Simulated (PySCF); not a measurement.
# Basis and Hamiltonian dependence of the excitation energy of Se⁺

Se⁺ [Ar] 3d10 4s2 4p3 (4S) → Se⁺ [Ar] 3d10 4s2 4p2 5s1 (4P). All values are computed (PySCF 2.14, energy differences of UHF-based or UKS calculations, no spin-orbit coupling). Values in eV.

```json
{"basis": "aug-cc-pVDZ-DK", "Hamiltonian": "spin-free X2C", "functions": "36", "UHF": "11.882", "r2SCAN": "12.275", "PBE0": "11.927", "MP2 (valence)": "11.930", "CCSD(T) (valence)": "11.848", "CCSD(T) (valence and next inner shell)": "n/a"}
{"basis": "ANO-RCC-VTZP", "Hamiltonian": "spin-free X2C", "functions": "43", "UHF": "13.645", "r2SCAN": "n/a", "PBE0": "13.327", "MP2 (valence)": "13.635", "CCSD(T) (valence)": "13.571", "CCSD(T) (valence and next inner shell)": "13.600"}
{"basis": "aug-cc-pwCVDZ-PP with ECP10MDF", "Hamiltonian": "ECP", "functions": "48", "UHF": "11.848", "r2SCAN": "12.186", "PBE0": "11.834", "MP2 (valence)": "11.930", "CCSD(T) (valence)": "n/a", "CCSD(T) (valence and next inner shell)": "11.867"}
{"basis": "aug-cc-pVTZ-PP with ECP10MDF", "Hamiltonian": "ECP", "functions": "55", "UHF": "11.856", "r2SCAN": "12.204", "PBE0": "11.830", "MP2 (valence)": "12.030", "CCSD(T) (valence)": "11.973", "CCSD(T) (valence and next inner shell)": "n/a"}
{"basis": "def2-TZVPPD", "Hamiltonian": "non-relativistic", "functions": "57", "UHF": "11.977", "r2SCAN": "12.341", "PBE0": "12.000", "MP2 (valence)": "12.148", "CCSD(T) (valence)": "12.087", "CCSD(T) (valence and next inner shell)": "12.108"}
{"basis": "aug-cc-pVTZ-PP with one added diffuse shell each of s, d, f type with ECP10MDF", "Hamiltonian": "ECP", "functions": "68", "UHF": "11.855", "r2SCAN": "12.202", "PBE0": "11.829", "MP2 (valence)": "12.030", "CCSD(T) (valence)": "11.972", "CCSD(T) (valence and next inner shell)": "n/a"}
{"basis": "aug-cc-pVQZ-PP with ECP10MDF", "Hamiltonian": "ECP", "functions": "89", "UHF": "11.852", "r2SCAN": "12.198", "PBE0": "11.827", "MP2 (valence)": "12.058", "CCSD(T) (valence)": "11.999", "CCSD(T) (valence and next inner shell)": "n/a"}
{"basis": "dyall-av2z", "Hamiltonian": "non-relativistic", "functions": "92", "UHF": "11.958", "r2SCAN": "12.295", "PBE0": "11.967", "MP2 (valence)": "12.024", "CCSD(T) (valence)": "11.936", "CCSD(T) (valence and next inner shell)": "n/a"}
{"basis": "aug-cc-pwCVTZ-PP with ECP10MDF", "Hamiltonian": "ECP", "functions": "96", "UHF": "11.847", "r2SCAN": "12.204", "PBE0": "11.826", "MP2 (valence)": "12.026", "CCSD(T) (valence)": "11.970", "CCSD(T) (valence and next inner shell)": "n/a"}
{"basis": "def2-QZVPPD", "Hamiltonian": "non-relativistic", "functions": "98", "UHF": "11.956", "r2SCAN": "12.335", "PBE0": "11.986", "MP2 (valence)": "12.162", "CCSD(T) (valence)": "12.098", "CCSD(T) (valence and next inner shell)": "n/a"}
```

Frozen in the all-electron rows: valence: [Ar] 3d10; valence and next inner shell: [Ne]; with a core potential, the same shells as far as they lie outside it.

At UHF, ANO-RCC-VTZP lies more than 0.3 eV from the median of the rows with comparable relativity. Of these, ANO-RCC-VTZP has no diffuse functions of the l that the added or promoted electron needs.

Non-relativistic rows lack the scalar-relativistic shift.

Reference for a calculation without spin-orbit coupling: 12.084 eV (measured, between term centres; NIST).
